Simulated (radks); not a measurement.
Values are calculated unless marked as measured or tabulated.
Spin polarisation of the 5d1 shell in Hf+. Start: [Xe] 4f14 5d(up 0.5, down 0.5) 6s2; electrons of 5d are moved from spin down to spin up, other shells keep equal spins. Code: a radial shooting solver on a logarithmic mesh with Libxc functionals. Model: scalar-relativistic Kohn-Sham, PBE, spin-polarised, spherical densities, finite nucleus; Fermi nuclear charge, rms radius of each element as measured or else 0.836 A^(1/3) + 0.57 fm.

moment (Bohr magnetons)  E - E(0) (eV)  e(5d up) (eV)  e(5d down) (eV)  6s down minus up (eV)  4f down minus up (eV)
0                                0.000        -10.678          -10.678                  0.000                  0.000
0.25                            -0.010        -10.758          -10.595                  0.119                  0.023
0.5                             -0.041        -10.834          -10.509                  0.238                  0.046
0.75                            -0.091        -10.907          -10.419                  0.357                  0.069
1                               -0.163        -10.976          -10.326                  0.475                  0.092

At moment 1 the spin-polarisation energy is -0.163 eV and the 5d exchange splitting 0.650 eV, that is 0.650 eV per Bohr magneton; E = -I m^2/4 would give I = 0.650 eV.
